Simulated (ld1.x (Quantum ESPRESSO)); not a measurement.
Transferability test, PAW potential for Ge (Z = 32)

* Element: germanium
* Generator: ld1.x (Quantum ESPRESSO) 7.5
* Type: PAW
* Functional: Wu–Cohen
* Relativity: scalar-relativistic
* Frozen core: [Ar]
* Valence charge: 14
* Reference configuration: 3d10 4s2 4p2
* Partial waves: 4s (bound): rcut 1.20, rcutus 1.65 bohr; 4s channel at 4.35 Ry: rcut 1.20, rcutus 1.65 bohr; 4p (bound): rcut 2.00, rcutus 2.20 bohr; 4p channel at 3.8 Ry: rcut 2.00, rcutus 2.20 bohr; 3d (bound): rcut 0.90, rcutus 1.20 bohr; 3d channel at -1.85 Ry: rcut 0.90, rcutus 1.20 bohr
* Local potential: all-electron potential smoothed inside 1.55 bohr (lloc = -1)
* Core correction: Bessel-smoothed model core inside 1.10 bohr
* Augmentation charge: PSQ, radius 0.75 bohr

Energies are relative to the spin-unpolarised reference configuration 3d10 4s2 4p2; without spin polarisation the order of configurations can differ from experiment.

Give the all-electron excitation energy and the error of the potential for: 3d10 4s2 4p1; 3d10 4s2 4p0; 3d10 4s1 4p0; 3d10 4s1 4p3; 3d9 4s2 4p2; 3d10 4s0 4p0; 3d9 4s2 4p3.

```csv
valence configuration,charge,ΔE all-electron (eV),error AE − PS (meV)
3d10 4s2 4p1,+1,7.462,-1.0
3d10 4s2 4p0,+2,22.943,-3.4
3d10 4s1 4p0,+3,57.799,-12
3d10 4s1 4p3,0,8.007,-1.0
3d9 4s2 4p2,+1,38.693,-259
3d10 4s0 4p0,+4,103.957,-36
3d9 4s2 4p3,0,29.617,-247
```

Levels in the configuration 3d10 4s1 4p0:

```tsv
level	all-electron (eV)	pseudo (eV)
3d	-63.176	-63.209
4s	-40.428	-40.437
```
